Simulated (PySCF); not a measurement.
**Electronic structure of Mn⁺ (manganese, charge +1) at the UHF level**

Configuration: [Ar] 3d5 4s1, high-spin 7S determinant. Computed with PySCF 2.14 in cc-pVDZ (6s5p3d1f, 43 functions), with no relativity, point nucleus.

```json
{"Total energy": "-1149.647868 hartree", "One-electron energy": "-1578.1195 hartree", "Hartree (Coulomb) energy": "479.3600 hartree", "Exchange energy": "-50.8883 hartree", "Kinetic energy": "1149.69321 hartree", "⟨S²⟩": "12.0002", "⟨L²⟩": "0.000", "Sum of ⟨r⟩": "17.91 bohr", "Sum of ⟨r²⟩": "26.00 bohr²", "Density at the nucleus (Gaussians lack the cusp)": "10500 bohr⁻³", "Spin density at the nucleus": "4.46 bohr⁻³", "Langevin diamagnetic susceptibility": "-20.6 ×10⁻⁶ cm³/mol", "Time after the integrals": "0.25 s of wall time on 1 thread of Neoverse-N1 (shared host)"}
```

```
shell  electrons  mean orbital energy (eV)  rms radius, mean of both spins (bohr)
 1s α          1                   -6553.3                                 0.0713
 1s β          1                   -6553.2                                 0.0713
 2s α          1                   -801.97                                  0.305
 2s β          1                   -798.14                                  0.305
 2p α          3                   -685.00                                  0.274
 2p β          3                   -681.30                                  0.274
 3s α          1                   -117.52                                  0.924
 3s β          1                   -106.10                                  0.924
 3p α          3                   -82.256                                  0.991
 3p β          3                   -68.671                                  0.991
 3d α          5                   -25.483                                   1.27
 4s α          1                   -14.820                                   3.11
```
